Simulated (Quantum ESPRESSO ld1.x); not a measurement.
Results of a calculation; reference values are marked as such.
The mean radii <r> (bohr) of the occupied orbitals of an atom or ion are listed with their occupations. Code: ld1.x of Quantum ESPRESSO 7.5. Model: Dirac Kohn-Sham, PW86 exchange with PBE correlation, spin-unpolarised, spherical densities, point nucleus.

| orbital | occ. | <r> |
|---|---|---|
| 1s1/2 | 2 | 0.04406 |
| 2s1/2 | 2 | 0.1955 |
| 2p1/2 | 2 | 0.1685 |
| 2p3/2 | 4 | 0.1723 |
| 3s1/2 | 2 | 0.5734 |
| 3p1/2 | 2 | 0.5823 |
| 3p3/2 | 4 | 0.5928 |
| 3d3/2 | 4 | 0.6283 |
| 3d5/2 | 6 | 0.6326 |
| 4s1/2 | 2 | 1.744 |
| 4p1/2 | 1 | 2.100 |
| 4p3/2 | 2 | 2.138 |

Name the element and its charge. Open shells, if any, are shared by 2j + 1.

Answer. Z = 34, selenium, charge +1: Se+ in [Ar] 3d10 4s2 4p3. The 1s radius gives Z: for a bare nucleus <r> = (2 gamma + 1)/(2Z) with gamma = sqrt(1 - (Z/c)^2), 0.0432 bohr for Z = 34, and screening makes it slightly larger (0.04406 here). The occupations add up to 33, and the charge is Z minus that.
